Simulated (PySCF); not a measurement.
Al2(mu-Cl)2(Br)4, Al2Br4Cl2, singlet (B3LYP/def2-SVP optimised geometry):

```
8

Al    -1.168    -1.155     0.000
Al     1.168     1.155     0.006
Cl    -1.143     1.155     0.000
Br    -1.941    -1.919    -1.970
Br    -1.939    -1.920     1.971
Cl     1.143    -1.155     0.000
Br     1.945     1.924    -1.960
Br     1.935     1.914     1.980
```

Calculation: B3LYP/def2-TZVP (PySCF).

What are the frontier orbital energies and the dipole moment?

HOMO-2 -8.61 eV, HOMO-1 -8.51 eV, HOMO -8.48 eV, LUMO -1.66 eV, LUMO+1 -1.29 eV; dipole moment 0.01 D.

Meta-Löwdin charges at B3LYP/def2-TZVP: Al1 0.75, Al2 0.75, Cl3 -0.21, Br4 -0.27, Br5 -0.27, Cl6 -0.21, Br7 -0.27, Br8 -0.27.
